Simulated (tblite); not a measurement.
Parent: `[CH2:1]=[CH:2][C@@H:3]([CH:4]=[O:5])[CH2:6][SiH3:7]` with C1–C2–C3–C4 111°, C2–C3–C4–O5 120°, C2–C3–C6–Si7 171°, C5H10OSi.

Structures optimised with GFN2-xTB, isolated species. One conformer each, not checked by frequencies here.

```tsv
coordinate of the parent	value
C1=C2	1.320 Å
C2–C3	1.506 Å
C3–C4	1.507 Å
C4=O5	1.198 Å
C3–C6	1.528 Å
C6–Si7	1.905 Å
C1–C2–C3	124.6°
C2–C3–C4	107.2°
C2–C3–C6	111.2°
C4–C3–C6	111.7°
C3–C4–O5	125.7°
C3–C6–Si7	113.7°
```

How does the shared frame change in `[CH2:1]=[CH:2][C@@:3]([CH:4]=[O:5])([CH2:6][SiH3:7])[O:8][CH3:9]` with C1–C2–C3–C4 82°, C2–C3–C4–O5 88°, C2–C3–C6–Si7 -74°, C2–C3–O8–C9 -69°, C6H12O2Si? Atoms pair as C1 = C1, C2 = C2, C3 = C3, C4 = C4, O5 = O5, C6 = C6, Si7 = Si7 (parent first).

```
   parent   relative  value in the relative  change
    C1=C2      C1=C2                1.321 Å  +0.001
    C2–C3      C2–C3                1.521 Å  +0.015
    C3–C4      C3–C4                1.506 Å  -0.001
    C4=O5      C4=O5                1.200 Å  +0.002
    C3–C6      C3–C6                1.521 Å  -0.007
   C6–Si7     C6–Si7                1.916 Å  +0.011
 C1–C2–C3   C1–C2–C3                 123.1°    -1.5
 C2–C3–C4   C2–C3–C4                 100.4°    -6.8
 C2–C3–C6   C2–C3–C6                 111.6°    +0.4
 C4–C3–C6   C4–C3–C6                 110.9°    -0.8
 C3–C4–O5   C3–C4–O5                 123.8°    -1.9
C3–C6–Si7  C3–C6–Si7                 114.9°    +1.2
```

Of the parent's bonds, C2–C3 changes most (+0.015 Å). Bonds of the relative outside the shared frame: C3–O8 1.423, O8–C9 1.408 Å. Point group C1 → C1.

How does the shared frame change in `[CH2:1]=[CH:2][C:3]([CH:4]=[O:5])([CH2:6][SiH3:7])[CH2:8][SiH3:9]` with C1–C2–C3–C4 105°, C2–C3–C4–O5 96°, C2–C3–C6–Si7 63°, C2–C3–C8–Si9 179°, C6H14OSi2? Atoms pair as C1 = C1, C2 = C2, C3 = C3, C4 = C4, O5 = O5, C6 = C8, Si7 = Si9 (parent first).

```csv
parent,relative,value in the relative,change
C1=C2,C1=C2,1.320 Å,0.000
C2–C3,C2–C3,1.514 Å,+0.008
C3–C4,C3–C4,1.517 Å,+0.010
C4=O5,C4=O5,1.198 Å,0.000
C3–C6,C3–C8,1.527 Å,-0.001
C6–Si7,C8–Si9,1.906 Å,+0.001
C1–C2–C3,C1–C2–C3,127.0°,+2.4
C2–C3–C4,C2–C3–C4,101.5°,-5.7
C2–C3–C6,C2–C3–C8,113.3°,+2.1
C4–C3–C6,C4–C3–C8,109.3°,-2.4
C3–C4–O5,C3–C4–O5,125.9°,+0.2
C3–C6–Si7,C3–C8–Si9,114.6°,+0.9
```

Of the parent's bonds, C3–C4 changes most (+0.010 Å). Bonds of the relative outside the shared frame: C3–C6 1.531, C6–Si7 1.901 Å. Point group C1 → C1.

The numbers are calculated, not measured.
